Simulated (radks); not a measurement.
Values are calculated unless marked as measured or tabulated.
Question: The mean radii <r> (bohr) of the occupied orbitals of an atom or ion are listed with their occupations. Code: a radial shooting solver on a logarithmic mesh with Libxc functionals. Model: scalar-relativistic Kohn-Sham, exchange-only r2SCAN, spin-unpolarised, spherical densities, finite nucleus; meta-GGA in the generalised Kohn-Sham scheme; Fermi nuclear charge, rms radius of each element as measured or else 0.836 A^(1/3) + 0.57 fm.

orbital  occ.      <r>
1s          2  0.02611
2s          2   0.1121
2p          6  0.09822
3s          2   0.2983
3p          6   0.2965
3d         10   0.2735
4s          2   0.6952
4p          6   0.7388
4d         10   0.8329
5s          1    1.707
5p          5    1.962
5d          1    2.858

Name the element and its charge.

Answer: Z = 55, caesium, charge +2: Cs2+ in [Kr] 4d10 5s1 5p5 5d1. The 1s radius gives Z: for a bare nucleus <r> = (2 gamma + 1)/(2Z) with gamma = sqrt(1 - (Z/c)^2), 0.02574 bohr for Z = 55, and screening makes it slightly larger (0.02611 here). The occupations add up to 53, and the charge is Z minus that.
